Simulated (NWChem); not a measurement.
## H₂Cl₂Si in NWChem

```xyz
5

Si     0.0000     0.0000     0.7689
Cl    -1.6840     0.0000    -0.4104
Cl     1.6840     0.0000    -0.4104
H      0.0000    -1.2330     1.5936
H      0.0000     1.2330     1.5936
```
Charge 0, spin multiplicity 1.

All runs are NWChem calculations. Structure: optimised with PBE0/def2-SVP, a minimum by its harmonic frequencies.

Symmetry labels belong to the abelian group C2v used in the runs, with the axes of the coordinates shown; states degenerate in a higher group split over its labels.

B3LYP has NWChem's definition, with VWN1-RPA local correlation. The structure started from a generated list of species.

Q: List the lowest 3 singlet excitations that TD-B3LYP/def2-SVPD, VWN1-RPA local correlation gives, with oscillator strengths.

A: 
```tsv
state	symmetry	energy (eV)	wavelength (nm)	f
1	b2	7.19	172	0.016
2	a2	7.43	167	0.000
3	b1	7.62	163	0.031
```
